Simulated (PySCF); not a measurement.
Orbital energies, ionisation energy and electron affinity

Compound: C8H8P2.
Cartesian coordinates in Å at the PBE0-D3(BJ)/def2-SVP level; atoms count from 1:
```xyz
18
C8H8P2 angstrom
C      4.7932   -0.0967   -0.2527
C      3.5852   -0.1991   -0.1577
C      2.1733   -0.3198   -0.0460
P      1.5685   -1.9042    0.3869
C     -0.1437   -1.6756    0.4281
C     -0.9356   -0.5472    0.1912
C     -2.4289   -0.6933    0.3137
C     -0.4097    0.7145   -0.1537
C     -1.3554    1.8629   -0.3851
P      1.2671    1.1425   -0.3578
H      5.8609   -0.0128   -0.3350
H     -0.6873   -2.5920    0.6889
H     -2.7108   -1.7208    0.5773
H     -2.8337   -0.0188    1.0853
H     -2.9351   -0.4308   -0.6290
H     -0.8136    2.7854   -0.6398
H     -2.0564    1.6471   -1.2083
H     -1.9659    2.0684    0.5098
```

Level: wB97X-D/def2-SVPD (PySCF). Frontier orbitals with their largest atomic shares (Löwdin; up to four atoms above 4 %):

| orbital | ε (eV) | main atoms |
| --- | --- | --- |
| HOMO−3 | -9.93 | C2 34 %, C1 32 %, P10 11 %, P4 6 % |
| HOMO−2 | -9.09 | P10 30 %, P4 30 %, C3 13 %, C1 8 % |
| HOMO−1 | -8.83 | P10 23 %, C8 19 %, C5 19 %, P4 14 % |
| HOMO | -8.49 | ? |
| LUMO | -0.58 | C3 19 %, P10 16 %, P4 16 %, C6 12 % |
| LUMO+1 | -0.36 | P4 20 %, P10 20 %, C8 18 %, C5 18 % |
| LUMO+2 | 2.03 | C7 18 %, C9 14 %, C5 7 %, H14 6 % |

Q: What vertical ionisation energy does ΔSCF give, and how far is −ε(HOMO) from it?

A: ΔSCF: 8.44 eV (815 kJ/mol; threshold wavelength 147 nm); ⟨S²⟩ of the doublet left behind is 0.787, against 0.75 for a pure doublet. −ε(HOMO) is 8.49 eV, 0.05 eV above it. For the exact functional −ε(HOMO) would equal the first vertical ionisation energy; wB97X-D (range-separated hybrid) comes within 0.05 eV of that here.

Q: On which atoms does the HOMO lie?

A: C1 (terminal alkyne carbon) 21 %, C2 (alkyne carbon) 18 %, C3 (substituted aromatic carbon) 18 %, P4 (phosphorus bonded to 2 C) 12 %, so no atom holds as much as 40 %. The HOMO−1 lies 0.34 eV lower.

Q: And the vertical electron affinity, the fundamental gap, Mulliken's electronegativity and the hardness (with the factor ½)?

A: EA = 0.65 eV by ΔSCF (−ε(LUMO) = 0.58 eV). IE − EA = 7.79 eV against an orbital gap of 7.91 eV; (IE + EA)/2 = 4.54 eV; (IE − EA)/2 = 3.89 eV.

Q: The lowest singlet excitation (vertical TDDFT, same level) lies at 3.87 eV. How far is it below IE − EA?

A: IE − EA = 7.79 eV, so by 3.92 eV.

Q: With α = 151.8 au, estimate the like-pair dispersion coefficient by London's formula C6 = (3/4)α²I.

A: I = 0.3103 Eh, so C6 ≈ 5360 au, a rough estimate.

Q: What total energies stand behind the ΔSCF value?

A: E(N) = -991.73569 Eh and E(N − 1) = -991.42544 Eh at the same geometry, 0.31025 Eh apart. With one more electron, E(N + 1) = -991.75955 Eh.

Q: What kinetic energy would electrons from this vertical process carry with 118.2 nm light (10.49 eV)?

A: 10.49 − 8.44 = 2.05 eV.

Geometry: PBE0-D3(BJ)/def2-SVP; no solvent, vibrations or thermal averaging.

These values come from a run that also computed excited states and ΔSCF ions. On one thread of an Arm Neoverse V2, shared host with 96 logical CPUs at a one-minute load of 30, this took 7.8 min and 1.3 GiB of memory at its peak.

Note: wB97X-D ran without an empirical dispersion term, which enters the total energy and its gradient alone.
